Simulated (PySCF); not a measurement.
C₄H₆OSe, SMILES O(C[SeH])C=C=C.

Coordinates come from a B3LYP-D3(BJ)/def2-SVP optimisation. This is a generated structure with no PubChem entry under its InChIKey; it may be hypothetical. One conformer was computed; it need not be the lowest.

Level of theory: TDA-LC-ωPBE/def2-SVPD run with PySCF.

Vertical excitations. The molecule is in vacuum.

Computed UV-visible absorptions:
```tsv
state	energy (eV)	λ (nm)	f	main pairs
S1	4.98	249	0.001	HOMO→LUMO+2 48 %, HOMO→LUMO+1 24 %, HOMO→LUMO 8 %, HOMO→LUMO+3 8 %
S2	5.10	243	0.003	HOMO−1→LUMO 62 %, HOMO−1→LUMO+2 10 %
S3	6.26	198	0.037	HOMO−1→LUMO+1 66 %
S4	6.78	183	0.313	HOMO→LUMO 58 %, HOMO→LUMO+2 11 %, HOMO→LUMO+5 10 %
S5	6.96	178	0.024	HOMO−2→LUMO+5 57 %, HOMO−2→LUMO+6 13 %
S6	7.08	175	0.284	HOMO→LUMO+4 35 %, HOMO→LUMO+1 24 %, HOMO→LUMO+5 21 %
S7	7.43	167	0.155	HOMO→LUMO+6 25 %, HOMO→LUMO+4 25 %, HOMO→LUMO+5 12 %, HOMO→LUMO+3 9 %
S8	7.55	164	0.039	HOMO−1→LUMO+3 47 %, HOMO−1→LUMO+2 23 %
S9	7.65	162	0.052	HOMO→LUMO+1 26 %, HOMO→LUMO+5 15 %, HOMO→LUMO+2 13 %, HOMO→LUMO+8 12 %
S10	7.78	159	0.268	HOMO−1→LUMO+6 24 %, HOMO−1→LUMO+3 20 %, HOMO−1→LUMO+5 11 %, HOMO−1→LUMO+4 11 %
T1	4.11	302	0	HOMO→LUMO+5 40 %, HOMO−2→LUMO+2 11 %, HOMO→LUMO+6 10 %
T2	4.40	282	0	HOMO−2→LUMO+2 37 %, HOMO−2→LUMO+1 15 %, HOMO→LUMO+5 13 %, HOMO−2→LUMO+3 7 %
T3	4.52	275	0	HOMO→LUMO+2 46 %, HOMO→LUMO+1 22 %, HOMO→LUMO+3 7 %
T4	4.53	274	0	HOMO−1→LUMO 54 %, HOMO−1→LUMO+8 11 %, HOMO−1→LUMO+2 10 %
```
Triplets are in the Tamm–Dancoff approximation.
